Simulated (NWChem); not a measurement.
System meant: CuI; SMILES [Cu][I]

Input file for NWChem:

```
start job
memory heap 200 mb stack 900 mb global 1100 mb
geometry units angstroms noautoz
  Cu     0.000000     0.000000    -1.540952
  I      0.000000     0.000000     0.837218
end
basis spherical
  * library def2-svp
end
dft
  xc xpbe96 cpbe96
  iterations 150
  mulliken
end
task dft energy
```

End of the output:

```
             Grid Information
             ----------------
          Grid used for XC integration:  medium
          Radial quadrature: Mura-Knowles
          Angular quadrature: Lebedev.
          Tag              B.-S. Rad. Rad. Pts. Rad. Cut. Ang. Pts.
          ---              ---------- --------- --------- ---------
          Cu                  1.35      112           9.0       590
          I                   1.40      123          10.0       590
          Grid pruning is: on
          Number of quadrature shells:   235
          Spatial weights used:  Erf1

          Convergence Information
          -----------------------
          Convergence aids based upon iterative change in
          total energy or number of iterations.
          Levelshifting, if invoked, occurs when the
          HOMO/LUMO gap drops below (HL_TOL):  1.00D-02
          DIIS, if invoked, will attempt to extrapolate
          using up to (NFOCK): 10 stored Fock matrices.

                    Damping( 0%)  Levelshifting(0.5)       DIIS
                  --------------- ------------------- ---------------
          dE  on:    start            ASAP                start
          dE off:    2 iters        150 iters           150 iters

      Screening Tolerance Information
      -------------------------------
          Density screening/tol_rho:  1.00D-10
          AO Gaussian exp screening on grid/accAOfunc:  14
          CD Gaussian exp screening on grid/accCDfunc:  20
          XC Gaussian exp screening on grid/accXCfunc:  20
          Schwarz screening/accCoul:  1.00D-08

      Superposition of Atomic Density Guess
      -------------------------------------

      charge =      53.0 I (Iodine)

      symmetry species            s     p     d     f
      number of basis functions =10     7     6
      number of cont. functions = 4     4     2
      number of closed shells   = 5     3     2
      number of open shells     = 0     1     0
      open shell occupation     = 0     5     0
 ------------------------------------------------------------------------
 atomscf:atomd: error in atom scf                   0
 ------------------------------------------------------------------------
 ------------------------------------------------------------------------
  current input line :
    15: task dft energy
 ------------------------------------------------------------------------
 ------------------------------------------------------------------------
 This error has not yet been assigned to a category
 ------------------------------------------------------------------------
 For more information see the NWChem manual at https://nwchemgit.github.io

0:atomscf:atomd: error in atom scf:Received an Error in Communication
```

### Question
Can this run be used? If not, why, and what is the fix?

### Answer
The program stopped with an error. Cause: the def2 basis of a heavy element holds valence functions alone and wants its effective core potential (without it all electrons must fit into that basis). This input runs:
```
start job
memory heap 200 mb stack 900 mb global 1100 mb
geometry units angstroms noautoz
  Cu     0.000000     0.000000    -1.540952
  I      0.000000     0.000000     0.837218
end
basis spherical
  Cu library def2-svp
  I library def2-svp
end
ecp
  I library def2-ecp
end
dft
  xc xpbe96 cpbe96
  iterations 150
  mulliken
end
task dft energy
```
It converges to -1937.75221 Ha (PBE/def2-SVP with def2 effective core potentials on I).
